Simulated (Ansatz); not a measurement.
Program: Ansatz. Geometries: PBE0-D4/def2-TZVP. ΔE: electronic, gas phase. CCSD(T)/CBS adds triple-zeta CCSD(T) − MP2 to the extrapolated MP2 energy (def2 sets, frozen cores). This one scheme is used for every species. Functionals use def2-TZVPP. B3LYP here is the variant with VWN-RPA as its local correlation; programs differ in this. HSE06 is defined as in plane-wave codes. One conformer a species, not always the lowest.

Consider the hydrogenolysis of a B–C bond: `C#CBCO` + H₂ → `BC#C` + CH₃OH.

| level | ΔE (kJ/mol) | difference from CCSD(T)/CBS |
| --- | --- | --- |
| LDA (SPW92) | 11.4 | 21.6 |
| revPBE-D4 | 1.8 | 12.0 |
| r2SCAN-D4 | -3.2 | 7.0 |
| B97M-V | -9.1 | 1.1 |
| PBE0-D4 | -6.2 | 4.0 |
| B3LYP-D4 | -10.8 | -0.6 |
| r2SCANh-D4 | -5.0 | 5.2 |
| r2SCAN0-D4 | -7.6 | 2.6 |
| HSE06-D4 | -6.4 | 3.8 |
| CAM-B3LYP-D4 | -12.0 | -1.8 |
| ωB97X-V | -10.7 | -0.5 |
| ωB97M-V | -7.6 | 2.6 |
| B2PLYP | -16.2 | -6.0 |
| PBE-QIDH | -11.1 | -0.9 |
| PBE | -5.7 | 4.5 |
| revPBE | -12.4 | -2.2 |
| BLYP | -17.7 | -7.5 |
| r2SCAN | -4.7 | 5.5 |
| PBE0 | -11.1 | -0.9 |
| B3LYP | -19.6 | -9.4 |
| r2SCANh | -6.7 | 3.5 |
| r2SCAN0 | -9.4 | 0.8 |
| HSE06 | -11.0 | -0.8 |
| BHLYP | -24.5 | -14.3 |
| CAM-B3LYP | -17.0 | -6.8 |
| LC-ωPBE | -11.8 | -1.6 |
| RPA@PBE/def2-TZVPP | -18.3 | -8.1 |
| HF/def2-SVP | -41.8 | -31.6 |
| MP2/def2-SVP | -13.2 | -3.0 |
| CCSD/def2-SVP | -22.2 | -12.0 |
| CCSD(T)/def2-SVP | -18.1 | -7.9 |
| HF/def2-TZVPP | -41.0 | -30.8 |
| SCS-MP2/def2-TZVPP | -16.3 | -6.1 |
| CCSD/def2-TZVPP | -17.9 | -7.7 |
| CCSD(T)/def2-TZVPP | -12.6 | -2.4 |
| HF/def2-QZVPP | -41.0 | -30.8 |
| MP2/def2-QZVPP | -6.7 | 3.5 |
| SCS-MP2/def2-QZVPP | -14.9 | -4.7 |
| MP2/CBS(def2) | -5.7 | 4.5 |
| CCSD/CBS(def2) | -15.5 | -5.3 |
| CCSD(T)/CBS | -10.2 | 0 |

Largest T1 diagnostic among the species: 0.014.

The D4 term adds +8.8 kJ/mol with B3LYP and +4.9 kJ/mol with PBE0; it sums over pairs of atoms, weighted by their polarisabilities, and B3LYP, whose exchange is more repulsive, gets the larger term. Leaving LDA and LC-ωPBE aside and taking each functional with its dispersion term where it has one, the values, not all of them listed here, spread over 19.6 kJ/mol, from BHLYP-D4 to revPBE-D4. LDA lies +17.0 kJ/mol from PBE without D4.
